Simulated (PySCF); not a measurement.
SbFCl2, SMILES [Cl][Sb]([F])[Cl].

The structure is a stationary point at B3LYP-D3(BJ)/def2-SVP. The def2 effective core potentials stand for the cores of Sb; spin–orbit coupling is left out.

Calculation: B3LYP-D3(BJ)/def2-SVP run with PySCF.

Frequencies are harmonic and unscaled.

Computed vibrational spectrum:
```
mode  ν (cm⁻¹)  IR (km/mol)  Raman (Å⁴/amu)  depolarisation  moving atoms (share of kinetic energy)
----  --------  -----------  --------------  --------------  --------------------------------------
1          117          1.2             4.1            0.72                        Cl 82 %, Sb 11 %
2          157          4.6             1.8            0.75                         F 69 %, Cl 25 %
3          176          9.1             2.3            0.60                F 51 %, Cl 29 %, Sb 20 %
4          362         75.6             9.5            0.75                        Cl 73 %, Sb 26 %
5          372         38.0            15.7            0.13                        Cl 77 %, Sb 22 %
6          631         65.4             7.5            0.21                         F 86 %, Sb 14 %
```
